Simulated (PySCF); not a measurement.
Species: C4H8ClSi (doublet state).
Cartesian coordinates in Å at the GFN2-xTB level; atoms count from 1:
```xyz
14
C4H8ClSi angstrom
C     -2.3516   -0.5794   -0.0082
C     -0.8911   -0.3447    0.0152
C     -0.2515    0.8586   -0.1404
Cl    -1.2441    2.2862   -0.3952
C      1.1136    1.0526   -0.1183
Si     2.3928   -0.2805    0.1427
H     -2.6589   -1.1266    0.8843
H     -2.6174   -1.2002   -0.8671
H     -2.9056    0.3532   -0.0663
H     -0.2592   -1.2087    0.1600
H      1.4600    2.0654   -0.2620
H      2.2084   -0.9285    1.4464
H      2.2975   -1.3070   -0.9024
H      3.7065    0.3593    0.0891
```

The hyperfine couplings belong to this conformer and change with its torsions.

As a line formula: `C[CH]/C(Cl)=C\[SiH3]` [radical].

Method used: UKS B3LYP, pcH-1 on C Cl H Si, non-relativistic, mean-field spin-orbit, GIAO (PySCF). Geometry: GFN2-xTB, one conformer, isolated molecule. Couplings are sensitive to structure, and on GFN2-xTB geometries they can be far from those on DFT ones. The SCF solution wasn't tested for stability. ⟨S²⟩ is 0.775 where a pure state has 0.75.

(1) Break the g tensor into its mass correction, gauge correction and orbital-Zeeman/spin–orbit terms.

(2) At 9.793 GHz, how far is the centre of the isotropic spectrum from where a free electron (g = 2.002319) resonates?

(3) What are the electron Larmor frequencies g μB B/h along the three axes at 350 mT?

(4) In a frozen sample, at which fields do the three g values resonate at 9.5, 34, 94 and 263 GHz (hyperfine left aside), and which band first spreads them over more than twice a line width of 0.3 mT?

## Answers

(1) 
| Δg (ppm) | 1 | 2 | 3 |
| --- | --- | --- | --- |
| relativistic mass correction | -129 | -129 | -129 |
| gauge correction | 32 | -1 | 20 |
| orbital Zeeman/spin–orbit | -168 | 103 | 263 |
| total | -266 | -27 | 155 |

So g = 2.00205, 2.00229, 2.00247 and g_iso = 2.00227; the tensor is rhombic: the two nearest values differ by 43 % of g3 − g1. Axes: g3 points within 6° of the C3–Cl4 bond.

(2) B = hν/(g μB) with μB/h = 13.99624 MHz/mT gives 349.44 mT for the free electron and 349.45 mT at g_iso, the same within 0.01 mT.

(3) 9.8074, 9.8086, 9.8095 GHz for g1, g2 and g3, a range of 2.1 MHz.

(4) 
| band | GHz | B(g3) mT | B(g2) mT | B(g1) mT | spread mT |
| --- | --- | --- | --- | --- | --- |
| X | 9.5 | 338.96 | 338.99 | 339.03 | 0.07 |
| Q | 34.0 | 1213.11 | 1213.22 | 1213.37 | 0.25 |
| W | 94.0 | 3353.89 | 3354.20 | 3354.60 | 0.70 |
| J | 263.0 | 9383.77 | 9384.62 | 9385.74 | 1.97 |

The spread grows in proportion to the frequency. W band is the first where it exceeds 0.6 mT.

The largest Mulliken spin populations are on C5 (+0.66), C2 (+0.61) and C3 (-0.24). The angles at C5 add up to 360.0°, so it is planar; its axial dipolar tensor and the negative coupling of its proton fit spin in a p orbital normal to that plane.

The HOMO–LUMO gaps are 5.90 eV among the α and 4.54 eV among the β orbitals.

On Intel Xeon at 2.70 GHz, one thread, on a shared host, this took 72 s (grids of density and orbitals included) and 0.87 GiB of memory at its peak.
